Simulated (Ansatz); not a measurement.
Ansatz results at the PBE0-D4/def2-TZVP geometry: HOMO–LUMO gap (PBE/def2-TZVPP) 4.52 eV; HOMO energy (PBE0/def2-TZVPP) -8.62 eV; LUMO energy (PBE/def2-TZVPP) -2.67 eV.

Each molecule was computed in one conformer, which needn't be the lowest.

Q: Which molecule gave them?
A. `[F][Zn][O][SiH3]`
B. `C[CH2][Zn][Cl]`
C. `C[N](C)[ZnH]`
D. `C[CH2][ZnH]`

A: A. The others give `C[CH2][ZnH]`: 4.84, -7.04, -1.09; `C[CH2][Zn][Cl]`: 5.52, -7.91, -1.28; `C[N](C)[ZnH]`: 3.43, -5.70, -1.09.
